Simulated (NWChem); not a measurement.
System: C4H7F; SMILES C/C=C(\C)F

Here is an NWChem input.

```
start job
memory heap 200 mb stack 900 mb global 1100 mb
geometry units angstroms noautosym nocenter noautoz
  C      0.030235     2.056738     0.000000
  C      0.680577     0.714096     0.000000
  C      0.072286    -0.473617     0.000000
  C     -1.374443    -0.810121     0.000000
  F      0.833993    -1.583193     0.000000
  H      0.332477     2.643796     0.883394
  H     -1.067208     1.999408     0.000000
  H      0.332477     2.643796    -0.883394
  H      1.775410     0.681808     0.000000
  H     -1.622493    -1.416418     0.886088
  H     -1.622493    -1.416418    -0.886088
  H     -2.005751     0.086113     0.000000
end
basis spherical
  C library sto-3g
  F library sto-3g
  H library sto-3g
end
dft
  xc hfexch
  iterations 150
end
property
  shielding 10 1 2 3 4 5 6 7 9 10 12
end
task dft property
```

Parts of the log:

```
             Northwest Computational Chemistry Package (NWChem) 7.3.0
             --------------------------------------------------------

                             Geometry "geometry" -> ""
                             -------------------------

 Output coordinates in angstroms (scale by  1.889725989 to convert to a.u.)

  No.       Tag          Charge          X              Y              Z
 ---- ---------------- ---------- -------------- -------------- --------------
    1 C                    6.0000     0.03023500     2.05673800     0.00000000
    2 C                    6.0000     0.68057700     0.71409600     0.00000000
    3 C                    6.0000     0.07228600    -0.47361700     0.00000000
    4 C                    6.0000    -1.37444300    -0.81012100     0.00000000
    5 F                    9.0000     0.83399300    -1.58319300     0.00000000
    6 H                    1.0000     0.33247700     2.64379600     0.88339400
    7 H                    1.0000    -1.06720800     1.99940800     0.00000000
    8 H                    1.0000     0.33247700     2.64379600    -0.88339400
    9 H                    1.0000     1.77541000     0.68180800     0.00000000
   10 H                    1.0000    -1.62249300    -1.41641800     0.88608800
   11 H                    1.0000    -1.62249300    -1.41641800    -0.88608800
   12 H                    1.0000    -2.00575100     0.08611300     0.00000000

 Effective nuclear repulsion energy (a.u.)     173.4163062744

  xc_inp: hfexch multiplicative factor not found.
                              NWChem Property Module
                              ----------------------

  itol2e modified to match energy
  convergence criterion.

                                 NWChem DFT Module
                                 -----------------

 Summary of "ao basis" -> "ao basis" (spherical)
 ------------------------------------------------------------------------------
       Tag                 Description            Shells   Functions and Types
 ---------------- ------------------------------  ------  ---------------------
 C                           sto-3g                  3        5   2s1p
 F                           sto-3g                  3        5   2s1p
 H                           sto-3g                  1        1   1s

  itol2e modified to match energy
  convergence criterion.

[...]

          -----------------------------------------
          Chemical Shielding Tensors (GIAO, in ppm)
          -----------------------------------------

                                NWChem CPHF Module
                                ------------------

  scftype          =     RHF
  nclosed          =       20
  nopen            =        0
  variables        =      240
  # of vectors     =        3
  tolerance        = 0.10D-03
  level shift      = 0.00D+00
  max iterations   =       50
  max subspace     =       30

 SCF residual:    6.6238263317697682E-005

Iterative solution of linear equations
  No. of variables      240
  No. of equations        3
  Maximum subspace       30
        Iterations       50
       Convergence  1.0D-04

   iter   nsub   residual    time
   ----  ------  --------  ---------
     1      3    1.63D+00       2.3
     2      6    1.96D-01       2.4
     3      9    2.97D-02       2.5
     4     12    6.60D-03       2.6
     5     15    1.57D-03       2.7
     6     18    1.03D-04       2.8
     7     21    1.79D-05       2.9

      Atom:    1  C
        Diamagnetic
    244.0133     -3.4059      0.0000
     -3.4059    253.5735      0.0000
      0.0000      0.0000    240.8014

        Paramagnetic
    -24.3781     -3.5332     -0.0000
     -3.5332    -22.0604      0.0000
     -0.0000      0.0000    -16.8529

        Total Shielding Tensor
    219.6351     -6.9391     -0.0000
     -6.9391    231.5132      0.0000
     -0.0000      0.0000    223.9485

           isotropic =     225.0323
          anisotropy =      14.5133

          Principal Components and Axis System
                 1           2           3
              234.7078    223.9485    216.4405

      1        -0.4182      0.0000      0.9084
      2         0.9084      0.0000      0.4182
      3         0.0000      1.0000      0.0000

      Atom:    2  C
        Diamagnetic
    256.1981      0.9597     -0.0000
      0.9597    268.5708     -0.0000
     -0.0000     -0.0000    235.4401

        Paramagnetic
   -183.6988     54.4325     -0.0000
     54.4325   -137.5946      0.0000
     -0.0000      0.0000    -15.4019

        Total Shielding Tensor
     72.4992     55.3922     -0.0000
     55.3922    130.9763      0.0000
     -0.0000      0.0000    220.0382

           isotropic =     141.1712
          anisotropy =     118.3004

          Principal Components and Axis System
                 1           2           3
              220.0382    164.3731     39.1024

      1         0.0000      0.5163      0.8564
      2         0.0000      0.8564     -0.5163
      3         1.0000      0.0000      0.0000

      Atom:    3  C
        Diamagnetic
    264.8458      3.1496      0.0000
      3.1496    264.8272     -0.0000
      0.0000     -0.0000    238.4689

        Paramagnetic
   -224.8905     37.2468     -0.0000
     37.2468   -145.4396      0.0000
     -0.0000      0.0000    -63.9000

        Total Shielding Tensor
     39.9553     40.3964     -0.0000
     40.3964    119.3876      0.0000
     -0.0000      0.0000    174.5689

           isotropic =     111.3039
          anisotropy =      94.8974

          Principal Components and Axis System
                 1           2           3
              174.5689    136.3216     23.0213

      1         0.0000      0.3866      0.9222
      2         0.0000      0.9222     -0.3866
      3         1.0000      0.0000      0.0000

      Atom:    4  C
        Diamagnetic
    254.5879      3.1008      0.0000
      3.1008    244.2755      0.0000
      0.0000      0.0000    240.4755

[...]
```

Level: Hartree-Fock/STO-3G, GIAO. STO-3G and 3-21G are far too small for this property and stand as cheap habits. Structure relaxed at the PBE0/def2-SVP level. The output numbers the shielded atoms by their place in the input's list. The printed shielding anisotropy is the first printed principal value minus the mean of the other two.
